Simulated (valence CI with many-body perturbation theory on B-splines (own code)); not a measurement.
Sb46+ in brief

Method: relativistic CI+MBPT: three valence electrons over a frozen Dirac-Fock core [He], radial functions for each j: 11 s, 11 p, 10 d, 8 f, 5 g, 2 h, with the one-electron correlation potential Σ1 (screened to all orders), the two-electron term Σ2, the three-electron term Σ3, Breit, model QED; selected single and double excitations, second order for the rest, scaled by the run's own slope (own B-spline code, finite nucleus).

The last digits are not significant, and no measured levels were compared; by estimate large intervals hold to a few tenths of a per cent, small ones and those within an open d or f shell to about a per cent.

Levels are named by their leading jj configuration (3d3/2^4 stands for four electrons in 3d with j = 3/2), which in mixed levels can hold well under half, so a name can repeat and another be missing.

Rates and lifetimes use the calculated energies. Strong lines usually hold to 10 to 20 %, long lifetimes can be off by a factor of two.

Task: What is the ground level?

Result: (2s^2 2p1/2) J=1/2, composition 100 % 2s²2p ²P°, g = 0.644.

Task: What is the ionisation energy?

Result: 8135.7 eV; NIST lists 8140 ± 4 eV (theoretical).

Task: Where does the other parity begin?

Result: At (2s 2p1/2^2) J=1/2, 1207.7 × 10³ cm⁻¹.

Task: Among levels below 53346 × 10³ cm⁻¹, which E1 lines absorb most strongly from the ground level?

Result: to (2s 2p1/2 3p1/2) J=3/2 at 0.2625 nm, f = 0.440; to (2s^2 3d3/2) J=3/2 at 0.2617 nm, f = 0.348; to (2s 2p1/2 3p3/2) J=3/2 at 0.2572 nm, f = 0.194.

Task: How well does LS coupling describe the low levels?

Result: Among the lowest 20 levels the leading LS term, summed over configurations, holds 76 % on average. For single configurations the figures are 76 % in LS and 97 % in jj coupling. Terms mix most in the J = 3/2 level at 5018.2 × 10³ cm⁻¹, where the leading one holds 45 %.
